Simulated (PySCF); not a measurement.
Record of a relaxation.

Compound: CH8FGaN2.
Numbering: `[CH3:1][NH:2][Ga@H-:3]([NH3+:4])[F:5]` (hydrogens: H6, H7, H8 on C1; H9 on N2; H10 on Ga3; H11, H12, H13 on N4)

Computed by this run: PBE0-D3(BJ)/def2-SVP geometry optimisation, gas phase in PySCF; density fitting, grid level 1; the optimiser is geomeTRIC in internal coordinates, started from a GFN2-xTB structure with every atom displaced at random (about 0.01 Å). 9 of its 21 geometries are shown. The frame can shift and turn from step to step; on so coarse a grid that alone can change the energy by a few meV, and forces under 0.02 eV/Å are noise.

Step 0: E = -59218.3797 eV, largest atomic force 1.369 eV/Å
```
atom  x, y, z in Å  |  force x, y, z in eV/Å
C1     -1.844    0.233   -0.921    0.298   0.728   0.095
N2     -0.883   -0.646   -0.336    0.183   0.025   0.060
Ga3     0.207   -0.263    1.089    0.514   0.210  -0.148
N4      2.028    0.388   -0.007   -1.302  -0.406   0.123
F5      1.120   -1.688    1.613    0.068  -0.355   0.042
H6     -1.557    1.294   -0.755   -0.048  -0.225  -0.119
H7     -1.916    0.092   -2.007   -0.092   0.040  -0.351
H8     -2.853    0.140   -0.511   -0.521  -0.059   0.149
H9     -1.211   -1.594   -0.374    0.057  -0.604  -0.039
H10     0.055    0.800    2.191   -0.136   0.393   0.227
H11     1.990    1.241   -0.539    0.068   0.497  -0.205
H12     2.814    0.377    0.616    0.638  -0.062   0.290
H13     2.056   -0.393   -0.653    0.273  -0.181  -0.123
```

Step 2: E = -59218.4971 eV, largest atomic force 0.138 eV/Å
```
atom  x, y, z in Å  |  force x, y, z in eV/Å
C1     -1.871    0.331   -0.892   -0.029  -0.011   0.032
N2     -0.880   -0.565   -0.355    0.005   0.003   0.040
Ga3     0.245   -0.192    1.067    0.023  -0.136  -0.003
N4      2.046    0.183   -0.002   -0.016   0.064   0.074
F5      0.943   -1.700    1.729   -0.083   0.056  -0.006
H6     -1.587    1.380   -0.698    0.000  -0.003  -0.001
H7     -1.973    0.241   -1.992    0.004   0.001   0.003
H8     -2.890    0.207   -0.470    0.005   0.002   0.004
H9     -1.148   -1.540   -0.442    0.029  -0.004  -0.052
H10     0.094    1.026    2.041    0.022   0.041  -0.021
H11     2.051    1.060   -0.521    0.038  -0.005  -0.022
H12     2.861    0.156    0.610    0.016  -0.008  -0.022
H13     2.121   -0.583   -0.671   -0.015  -0.001  -0.024
```

Step 5: E = -59218.5110 eV, largest atomic force 0.129 eV/Å
```
atom  x, y, z in Å  |  force x, y, z in eV/Å
C1     -1.934    0.329   -0.856   -0.011  -0.016   0.000
N2     -0.856   -0.518   -0.411   -0.012   0.018  -0.011
Ga3     0.244   -0.159    1.028    0.013   0.109   0.042
N4      2.102    0.147    0.020    0.048  -0.104  -0.059
F5      0.843   -1.664    1.776    0.034  -0.016  -0.012
H6     -1.742    1.376   -0.569    0.003   0.003   0.004
H7     -2.047    0.329   -1.959    0.001  -0.001   0.007
H8     -2.928    0.072   -0.435    0.001  -0.003  -0.001
H9     -1.031   -1.500   -0.598    0.010   0.001  -0.006
H10     0.123    1.122    1.926   -0.032  -0.018  -0.013
H11     2.179    1.020   -0.502   -0.036   0.009   0.039
H12     2.908    0.068    0.640   -0.031  -0.007   0.010
H13     2.152   -0.617   -0.656    0.013   0.025  -0.001
```

Step 8: E = -59218.5177 eV, largest atomic force 0.031 eV/Å
```
atom  x, y, z in Å  |  force x, y, z in eV/Å
C1     -1.999    0.319   -0.814    0.003  -0.004   0.001
N2     -0.831   -0.445   -0.458    0.006  -0.005  -0.011
Ga3     0.261   -0.103    0.992    0.013  -0.024  -0.006
N4      2.146    0.094    0.019   -0.015   0.026  -0.008
F5      0.832   -1.604    1.776   -0.003   0.015   0.004
H6     -1.905    1.353   -0.443   -0.003   0.002   0.002
H7     -2.137    0.397   -1.911    0.000   0.003   0.002
H8     -2.951   -0.074   -0.402    0.000   0.000   0.002
H9     -0.912   -1.421   -0.727   -0.007  -0.002   0.010
H10     0.128    1.199    1.854   -0.002  -0.006   0.004
H11     2.278    0.986   -0.456    0.021   0.001   0.005
H12     2.922   -0.054    0.664   -0.010  -0.013   0.005
H13     2.179   -0.642   -0.688   -0.003   0.007  -0.011
```

Step 10: E = -59218.5196 eV, largest atomic force 0.083 eV/Å
```
atom  x, y, z in Å  |  force x, y, z in eV/Å
C1     -2.019    0.306   -0.793   -0.011   0.039   0.013
N2     -0.830   -0.437   -0.468    0.022  -0.035   0.001
Ga3     0.277   -0.094    0.972   -0.058  -0.024  -0.020
N4      2.157    0.104   -0.002   -0.040   0.072   0.004
F5      0.866   -1.590    1.750    0.016  -0.034   0.017
H6     -1.939    1.339   -0.416    0.002  -0.011  -0.001
H7     -2.182    0.389   -1.885   -0.003   0.000  -0.009
H8     -2.955   -0.108   -0.363   -0.002  -0.003   0.001
H9     -0.906   -1.415   -0.731    0.003  -0.006  -0.005
H10     0.127    1.189    1.856    0.023   0.032  -0.005
H11     2.330    1.018   -0.419    0.024   0.015   0.007
H12     2.907   -0.109    0.654    0.036  -0.034  -0.001
H13     2.180   -0.588   -0.751   -0.012  -0.011  -0.001
```

Step 12: E = -59218.5262 eV, largest atomic force 0.322 eV/Å
```
atom  x, y, z in Å  |  force x, y, z in eV/Å
C1     -2.126    0.215   -0.642   -0.040   0.139   0.012
N2     -0.831   -0.404   -0.512    0.097  -0.161   0.076
Ga3     0.352   -0.054    0.868   -0.244   0.180   0.107
N4      2.195    0.215   -0.122    0.002   0.066  -0.132
F5      1.072   -1.531    1.580    0.077  -0.177  -0.002
H6     -2.109    1.234   -0.218    0.014  -0.029  -0.013
H7     -2.434    0.331   -1.699   -0.008  -0.013  -0.021
H8     -2.948   -0.320   -0.126    0.001  -0.010   0.002
H9     -0.865   -1.387   -0.767    0.019   0.005  -0.077
H10     0.169    1.143    1.860    0.026   0.090  -0.044
H11     2.660    1.120   -0.126   -0.024   0.036   0.103
H12     2.758   -0.459    0.396    0.136  -0.079  -0.005
H13     2.118   -0.099   -1.089   -0.056  -0.048  -0.007
```

Step 15: E = -59218.5500 eV, largest atomic force 0.184 eV/Å
```
atom  x, y, z in Å  |  force x, y, z in eV/Å
C1     -2.088    0.207   -0.625    0.051  -0.057  -0.041
N2     -0.824   -0.464   -0.437   -0.068   0.050   0.038
Ga3     0.350   -0.101    0.944    0.162  -0.088   0.009
N4      2.136    0.275   -0.158    0.011  -0.145   0.012
F5      1.139   -1.611    1.524   -0.071   0.094  -0.002
H6     -2.036    1.234   -0.231   -0.006   0.017   0.002
H7     -2.359    0.300   -1.695   -0.002   0.004   0.006
H8     -2.948   -0.279   -0.120   -0.004   0.008   0.002
H9     -0.862   -1.440   -0.716   -0.003   0.011  -0.004
H10     0.220    1.095    1.946   -0.039  -0.015  -0.010
H11     2.650    1.144   -0.023   -0.011  -0.001  -0.006
H12     2.716   -0.513    0.142   -0.011   0.072  -0.015
H13     1.919    0.157   -1.148   -0.009   0.050   0.011
```

Step 18: E = -59218.5551 eV, largest atomic force 0.032 eV/Å
```
atom  x, y, z in Å  |  force x, y, z in eV/Å
C1     -2.054    0.233   -0.660   -0.011   0.010   0.009
N2     -0.821   -0.471   -0.417    0.015  -0.006  -0.025
Ga3     0.347   -0.130    0.976   -0.004   0.030  -0.009
N4      2.122    0.243   -0.135   -0.011   0.009   0.004
F5      1.088   -1.637    1.596    0.008  -0.018   0.010
H6     -1.986    1.265   -0.275    0.002  -0.002   0.000
H7     -2.285    0.323   -1.739    0.003   0.001  -0.002
H8     -2.948   -0.218   -0.180    0.001   0.000  -0.003
H9     -0.869   -1.441   -0.714   -0.004  -0.004   0.010
H10     0.194    1.083    1.953   -0.004   0.000   0.004
H11     2.601    1.133   -0.009    0.001  -0.001   0.009
H12     2.753   -0.516    0.127    0.006  -0.014  -0.004
H13     1.869    0.138   -1.118   -0.001  -0.006  -0.002
```

Step 20: E = -59218.5555 eV, largest atomic force 0.031 eV/Å
```
atom  x, y, z in Å  |  force x, y, z in eV/Å
C1     -2.048    0.243   -0.668   -0.007   0.005   0.006
N2     -0.817   -0.466   -0.426    0.017  -0.004  -0.018
Ga3     0.345   -0.130    0.975   -0.021  -0.008   0.020
N4      2.123    0.232   -0.126    0.002   0.007  -0.007
F5      1.073   -1.641    1.604    0.000   0.001  -0.003
H6     -1.979    1.272   -0.279    0.001   0.000  -0.001
H7     -2.277    0.336   -1.747    0.001   0.001  -0.002
H8     -2.943   -0.209   -0.192    0.000   0.001  -0.003
H9     -0.869   -1.437   -0.719   -0.004  -0.001   0.004
H10     0.183    1.081    1.956    0.006   0.004  -0.004
H11     2.619    1.109    0.025    0.005  -0.004   0.001
H12     2.738   -0.546    0.113   -0.003   0.000   0.003
H13     1.864    0.160   -1.111    0.002  -0.003   0.002
```

**Question.** Summarise the path.

**Answer.** The energy falls by 0.1758 eV from step 0 to step 20; nine tenths of that is first reached at step 14. It falls at every step. The largest force goes from 1.369 to 0.031 eV/Å. Among the bonds Ga3–N4 changes most, from 2.223 to 2.122 Å; the atoms move by 0.504 Å rms after alignment.

**Question.** Follow the three bonds and two angles with the largest change from start to end.

**Answer.** 
| step | E above end (eV) | largest force (eV/Å) | Ga3–N4 (Å) | Ga3–H10 (Å) | Ga3–F5 (Å) | Ga3–N4–H13 (°) | N2–Ga3–H10 (°) |
| --- | --- | --- | --- | --- | --- | --- | --- |
| 0 | 0.1758 | 1.369 | 2.223 | 1.539 | 1.772 | 96.4 | 130.0 |
| 1 | 0.0712 | 0.408 | 2.123 | 1.576 | 1.800 | 105.8 | 125.8 |
| 2 | 0.0585 | 0.138 | 2.127 | 1.567 | 1.789 | 105.1 | 125.1 |
| 3 | 0.0528 | 0.100 | 2.133 | 1.566 | 1.781 | 104.4 | 125.1 |
| 4 | 0.0498 | 0.103 | 2.135 | 1.568 | 1.781 | 104.3 | 124.7 |
| 5 | 0.0445 | 0.129 | 2.136 | 1.570 | 1.783 | 104.4 | 124.0 |
| 6 | 0.0407 | 0.103 | 2.135 | 1.570 | 1.786 | 104.9 | 123.2 |
| 7 | 0.0387 | 0.041 | 2.133 | 1.569 | 1.787 | 105.7 | 122.6 |
| 8 | 0.0378 | 0.031 | 2.131 | 1.567 | 1.787 | 106.1 | 122.4 |
| 9 | 0.0371 | 0.061 | 2.129 | 1.567 | 1.787 | 106.5 | 122.4 |
| 10 | 0.0359 | 0.083 | 2.126 | 1.566 | 1.787 | 107.0 | 122.3 |
| 11 | 0.0326 | 0.124 | 2.121 | 1.565 | 1.787 | 108.0 | 122.4 |
| 12 | 0.0294 | 0.322 | 2.109 | 1.565 | 1.791 | 109.9 | 122.9 |
| 13 | 0.0229 | 0.151 | 2.117 | 1.566 | 1.792 | 108.9 | 123.2 |
| 14 | 0.0144 | 0.077 | 2.122 | 1.567 | 1.796 | 108.5 | 123.9 |
| 15 | 0.0055 | 0.184 | 2.132 | 1.566 | 1.800 | 107.7 | 125.1 |
| 16 | 0.0034 | 0.139 | 2.132 | 1.566 | 1.797 | 107.2 | 124.6 |
| 17 | 0.0012 | 0.057 | 2.130 | 1.566 | 1.792 | 106.5 | 123.8 |
| 18 | 0.0004 | 0.032 | 2.127 | 1.566 | 1.791 | 106.1 | 123.5 |
| 19 | 0.0002 | 0.032 | 2.125 | 1.566 | 1.791 | 106.1 | 123.4 |
| 20 | 0.0000 | 0.031 | 2.122 | 1.566 | 1.792 | 106.1 | 123.3 |

What follows is the cost of the whole optimisation. Time: 2.2 min wall; peak memory 0.50 GiB. Hardware: an Arm Neoverse V2 with one thread, shared host with 192 logical CPUs at a one-minute load of 40.
